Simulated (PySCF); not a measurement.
Computed shifts of a molecule CH5FOSi2, PBE0/pcSseg-1 in PySCF, GIAO, gas phase, atoms alike by connectivity averaged where their shifts nearly agree, in ppm (number of nuclei): ¹⁹F: -192.7 (1). ²⁹Si: 42.0 (1), 30.3 (1). ¹³C: 79.4 (1). ¹H: 6.50 (1), 6.17 (2), 5.28 (1), 5.17 (1). References: ¹⁹F against CFCl3 (σ = 167.2 ppm); ²⁹Si against TMS (σ = 352.7 ppm); ¹³C against TMS (σ = 186.3 ppm); ¹⁷O against H2O (σ = 334.2 ppm); ¹H against TMS (σ = 31.56 ppm), references at their B3LYP-D3(BJ)/def2-TZVP geometries, non-relativistic. Geometry optimised at PBE-D3(BJ)/def2-SVP. Other conformers were not sampled.

### Question
Identify the compound among the candidates.
A. O=C([SiH3])[SiH2]F
B. F[Si@@H]1OC[SiH2]1
C. F[Si@H]1CO[SiH2]1
D. O=C[Si@H](F)[SiH3]

### Answer
C, F[Si@H]1CO[SiH2]1
